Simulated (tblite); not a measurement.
Compound: C₇H₄.
SMILES: `C(C#C)(C#C)C#C`

Calculated harmonic vibrations of the isolated species, GFN2-xTB (tblite), most abundant isotopes, no scaling. The method is semi-empirical: single wavenumbers can be off by several per cent or more.

Harmonic wavenumbers (cm⁻¹): 106.0, 106.4, 133.5, 268.9, 270.9, 271.4, 460.8, 461.0, 510.6, 645.4, 646.3, 648.0, 661.1, 672.7, 673.3, 875.9, 1037.1, 1037.8, 1199.3, 1199.3, 2286.3, 2287.0, 2300.9, 2854.1, 3396.2, 3398.7, 3399.3.

A = 2850, B = 2847, C = 1528 MHz; mass 88.031 u (most abundant isotopes); point group C3v, symmetry number 3.

Problem. Zero-point energy?

Solution. ½Σν̃ = 15904 cm⁻¹ = 190.25 kJ/mol.

Problem. What is S at 298.15 K and 1 bar for an ideal gas of classical rigid rotors and harmonic oscillators?

Solution. Translation 164.70, rotation 106.56, vibration 79.80: S = 351.1 J/(mol K).

Problem. And Cp and H(298.15 K) − H(0)?

Solution. Cp = 125.30 J/(mol K), of which vibrations give 92.04 (their classical limit is 27 R = 224.5); H(298.15 K) − H(0) = 23.47 kJ/mol without the zero-point energy, 13.55 from vibrations.

Problem. How do the functions run with temperature in this model?

Solution. 
```
T (K)  S (J/(mol K))  Cp (J/(mol K))  H − H(0) (kJ/mol)  G − H(0) (kJ/mol)  ln q(vib)
  100          252.9            62.8               4.53             -20.76       0.71
  200          306.9            96.7              12.51             -48.86       2.36
  300          351.8           125.8              23.70             -81.85       4.16
  500          425.6           162.2              52.88            -159.91       7.77
  800          508.8           191.7             106.38            -300.70      12.63
 1000          553.1           205.0             146.11            -407.01      15.49
```

q(vib) and H(0) count from the zero-point level.

Problem. Blend soft modes into free rotors: weight 1/[1 + (100 cm⁻¹/ν̃)⁴] for the oscillator and the rest for a rotor with moment μB/(μ + B), μ = h/(8π²ν), B = 10⁻⁴⁴ kg m². What vibrational entropy results?

Solution. 77.56 J/(mol K) in place of 79.80, which changes −T·S at 298.15 K by +0.67 kJ/mol.

Problem. Which modes carry the vibrational entropy at 298.15 K?

Solution. 106.0 cm⁻¹: 13.98; 106.4 cm⁻¹: 13.95; 133.5 cm⁻¹: 12.11; 268.9 cm⁻¹: 6.71; 270.9 cm⁻¹: 6.65; 271.4 cm⁻¹: 6.64 J/(mol K); the other 21 give 19.75 together.

Problem. What must be added to the electronic energy to get the Gibbs energy at 298.15 K and 1 bar?

Solution. ZPE + [H(298.15 K) − H(0)] − T·S = 190.25 + 23.47 − 104.67 = 109.05 kJ/mol.

Hindered rotation and anharmonicity are outside this model.

Run on Arm Neoverse V2, one thread, no GPU (shared host). The figure is for the frequency step alone.
